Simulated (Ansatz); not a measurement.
Molecule: sum formula SiNH4 (charge -1, singlet). It need not be the lowest isomer of its formula. Whether it binds its extra electron was not tested at this geometry. SMILES: [NH-][SiH3]
Geometry: optimised at B3LYP-D3(BJ)/def2-TZVP (Ansatz, a first-principles code).

Parts of the frozen-core correlation energy in STO-3G (Ansatz, hartree). Frozen orbitals: 6; correlated occupied orbitals by spin: 7 and 7; virtual: 5 and 5. Spin-orbit coupling is left out. Non-relativistic.

```
term                            value
-------------------------  ----------
reference (HF)             -341.40677
MP2 opposite-spin                 ___
MP2 same-spin                -0.00991
CCSD correlation                  ___
(T)                               ___
FCI minus CCSD(T)            -0.00056
T1 diagnostic                   0.016
largest doubles amplitude       0.055
```

Question: Complete the blanks.

Answer: 
- MP2 opposite-spin, value: -0.07443
- CCSD correlation, value: -0.11228
- (T), value: -0.00279
